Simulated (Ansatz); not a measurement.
`C/C(Cl)=N\[SiH3]` + H₂ → `C/C=N\[SiH3]` + HCl at 500 K and 1 bar (hydrogenolysis of a C–Cl bond).

Isolated molecules relaxed with PBE0-D4/def2-TZVP in Ansatz; ΔE leaves out vibrations. CCSD(T)/CBS is the MP2 limit (def2-TZVPP, def2-QZVPP) plus CCSD(T) − MP2 in def2-TZVPP, frozen cores. This one scheme is used for every species. Double bonds are as drawn, so ΔE can hold a change between cis and trans.

```json
{"species": "`C/C(Cl)=N\\[SiH3]`", "CCSD(T)/CBS energy (Eh)": "-883.27379", "H − E (kJ/mol)": "243.6", "S (J/(mol·K))": "416.7"}
{"species": "H₂", "CCSD(T)/CBS energy (Eh)": "-1.17544", "H − E (kJ/mol)": "41.0", "S (J/(mol·K))": "145.5"}
{"species": "`C/C=N\\[SiH3]`", "CCSD(T)/CBS energy (Eh)": "-424.08411", "H − E (kJ/mol)": "261.1", "S (J/(mol·K))": "377.9"}
{"species": "HCl", "CCSD(T)/CBS energy (Eh)": "-460.38127", "H − E (kJ/mol)": "32.5", "S (J/(mol·K))": "201.9"}
```

H − E and S are ideal-gas, rigid-rotor, harmonic terms from PBE0-D4/def2-TZVP. The MP2-based limit puts H₂ 0.8 mEh under its directly extrapolated value; such offsets cancel only in part. 1 Eh = 2625.50 kJ/mol, R = 8.31446 J/(mol·K).

**Question.** By hand: ΔE, ΔH, ΔS and ΔG.

**Answer.** ΔE = (-424.08411) + (-460.38127) − (-883.27379) − (-1.17544) = -0.01615 Eh = -42.4 kJ/mol. Δ(H − E) = 261.1 + 32.5 − 243.6 − 41.0 = 9.0, so ΔH = -33.4 kJ/mol. ΔS = 377.9 + 201.9 − 416.7 − 145.5 = 17.6 J/(mol·K). ΔG = -33.4 − 500 × (17.6)/1000 = -42.2 kJ/mol.

**Question.** By hand: the equilibrium constant, and the temperature at which ΔG would vanish if ΔH and ΔS stayed fixed.

**Answer.** log₁₀ K = −ΔG/(RT ln 10) = 4.4. ΔH and −TΔS have one sign here, so there is no such temperature.

ΔH outweighs TΔS. A doubt of 5 kJ/mol in ΔE shifts log₁₀ K by 0.5 here. These are equilibria of isolated gas molecules and say nothing of rates. Largest T1 diagnostic: 0.013 (customary marks: 0.02 for closed shells, 0.045 for open ones).
